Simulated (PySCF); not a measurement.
Stepwise substitution at one centre (B SiH3-H). Isolated molecules, 0 K electronic values unless said otherwise. Strings in code marks are SMILES.

Level of theory: PBE-D3(BJ)/def2-TZVP // B3LYP-D3(BJ)/def2-TZVP run with PySCF. All candidates: neutral, multiplicity 1. Delta-SCF ions had no search for a lower state. 

The vertical ionisation energy (Delta-SCF) is 9.71 eV. The LUMO is -3.80 eV. The HOMO–LUMO gap is 3.04 eV.

Say which member has these values.
(A) `[SiH3]B[SiH3]`
(B) `B[SiH3]`
(C) `B`

A, `[SiH3]B[SiH3]`. The others give `B[SiH3]`: 10.62 eV, -3.49 eV, 3.75 eV; `B`: 12.90 eV, -3.05 eV, 5.44 eV
